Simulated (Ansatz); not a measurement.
Job for Ansatz (a first-principles code): R-wB97M-V/def2-TZVPPD on AlGeH8NO. The basis file is the Basis Set Exchange's JSON of that set.

Ansatz 0.2 input:
```yaml
crystal:
  periodic: [false, false, false]
  atoms:
    - {symbol: Al, position_ang: [0.96510935, -0.03056901, 0.66308906]}
    - {symbol: O, position_ang: [-0.65213649, 0.15753895, 0.09500034]}
    - {symbol: Ge, position_ang: [-2.32927278, 0.45588650, 0.52851675]}
    - {symbol: H, position_ang: [1.29451626, -1.36271066, 1.47501910]}
    - {symbol: H, position_ang: [1.76257163, 1.30229481, 1.02277694]}
    - {symbol: H, position_ang: [-2.46948833, 1.86407198, 1.14615552]}
    - {symbol: H, position_ang: [-3.16489735, 0.36485106, -0.76518645]}
    - {symbol: H, position_ang: [-2.80948090, -0.60763828, 1.53993803]}
    - {symbol: N, position_ang: [1.76167190, -0.47898223, -1.17721439]}
    - {symbol: H, position_ang: [2.76581571, -0.63218981, -1.16587982]}
    - {symbol: H, position_ang: [1.31428709, -1.31508238, -1.54261254]}
    - {symbol: H, position_ang: [1.56120391, 0.28252907, -1.81970255]}
basis:
  gaussian:
    orbitals: def2-TZVPPD.json
hamiltonian:
  xc: {name: wB97M-V}
scf: {lower_state_search: off}
```

Q: What total energy does the run end on?

A: -2454.1824 hartree.

Q: How many basis functions does it have, and what does it roughly cost on one machine?

A: 315 functions; roughly 24 core-seconds.
